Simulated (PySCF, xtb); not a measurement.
Breaking a bond: AgH, singlet. Each curve is given relative to its own lowest point near equilibrium.

```
R / Å      A      B      C
-----  -----  -----  -----
1.28   103.3  113.1   91.7
1.39    37.0   30.8   29.6
1.44    19.9   13.7   14.5
1.53     3.4    0.8    1.4
1.58     0.2    0.0    0.0
1.62     0.0    1.5    1.2
1.66     1.4    4.4    4.1
1.71     5.2    9.7    9.7
1.78    13.1   19.3   20.2
1.87    26.4   34.6   37.0
2.03    54.3   66.6   71.6
2.18    83.3   99.2  106.0
2.43   127.3  156.1  162.0
2.69   164.9  214.6  214.9
2.92   189.4  261.2  255.8
3.25   208.3  313.5  304.1
3.52   214.5  342.4  335.0
3.92   217.8      —  367.8
4.34   218.9      —  387.8
4.85   219.3      —  395.6
5.64   219.4      —  380.5
6.43   219.5      —  344.9
```

Energies in kJ/mol.

Task: Assign the columns to these levels of theory: xtb with GFN1-xTB; PySCF 2.14.0 with MP2 on RHF/def2-TZVP, def2 effective core potentials past Kr; PySCF with CCSD(T) on UHF/def2-TZVP, def2 effective core potentials past Kr.

Result: A is UCCSD(T); B is GFN1-xTB; C is RMP2.

A dash means that the run gave no value there, or that the column was ended at a point which the program doubted or which failed a test of continuity chosen for this set; such a test can also cut sound points.

The restricted form behind RMP2 keeps the bonding electrons paired and can't separate into open-shell fragments. The T1 diagnostic of CCSD on the restricted reference of RMP2 exceeds 0.045 at 2.69 to 6.43 Å. The unrestricted determinant behind UCCSD(T) is spin-contaminated at 2.18 to 6.43 Å (<S²> up to 1.0, against 0.00 for a pure singlet).
